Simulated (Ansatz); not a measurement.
C3H8N (SMILES [CH2]NCC), doublet, geometry from GFN2-xTB. Base run: CAM-B3LYP/STO-3G (Ansatz, a quantum-chemistry and plane-wave program).

Ansatz was given this input:
Ansatz 0.2 input:
```yaml
crystal:
  periodic: [false, false, false]
  atoms:
    - {symbol: C, position_ang: [1.83837788, 0.50768624, 0.14523692]}
    - {symbol: N, position_ang: [0.47015236, 0.43049383, 0.36749993]}
    - {symbol: C, position_ang: [-0.35118331, -0.32436927, -0.54864423]}
    - {symbol: C, position_ang: [-1.73716938, -0.54538228, 0.04424207]}
    - {symbol: H, position_ang: [2.31059317, -0.39053467, -0.20746643]}
    - {symbol: H, position_ang: [2.38702468, 1.14489471, 0.81266347]}
    - {symbol: H, position_ang: [0.05420302, 1.31043497, 0.64595892]}
    - {symbol: H, position_ang: [-0.44485095, 0.17886649, -1.52564641]}
    - {symbol: H, position_ang: [0.14296480, -1.28515797, -0.71687676]}
    - {symbol: H, position_ang: [-1.65803034, -1.04878092, 1.00444777]}
    - {symbol: H, position_ang: [-2.33823590, -1.15637235, -0.62364002]}
    - {symbol: H, position_ang: [-2.24488629, 0.40558487, 0.19305125]}
basis:
  gaussian:
    orbitals: STO-3G
hamiltonian:
  xc: cam_b3lyp
magnetization: {spin_polarized: true, initial_magnetization: 1}
```

Each row names what was changed in the base input (with any setting that the change needs).

```tsv
change	basis functions	E (Eh)
base	28	-171.55312
basis = 3-21G	52	___
basis = pcseg-0	52	-173.26741
basis = def2-SV(P)	72	-173.57327
basis = 6-31+G*	___	___
basis = pcseg-1	96	-173.69222
basis = def2-SVP	96	-173.59422
basis = 6-311G**	120	-173.77208
basis = def2-SVPD	144	-173.60998
basis = 6-311++G**	144	___
basis = def2-TZVPD	___	___
basis = pcseg-2	232	-173.79756
basis = pc-2	232	-173.80145
```

### Question
Some entries are withheld; supply them.

### Answer

- basis = 3-21G, E (Eh): -172.76506
- basis = 6-31+G*, basis functions: 92
- basis = 6-31+G*, E (Eh): -173.72750
- basis = 6-311++G**, E (Eh): -173.77666
- basis = def2-TZVPD, basis functions: 220
- basis = def2-TZVPD, E (Eh): -173.79445

Totals compare only among sets that treat the same electrons; sets with core potentials leave the core out.
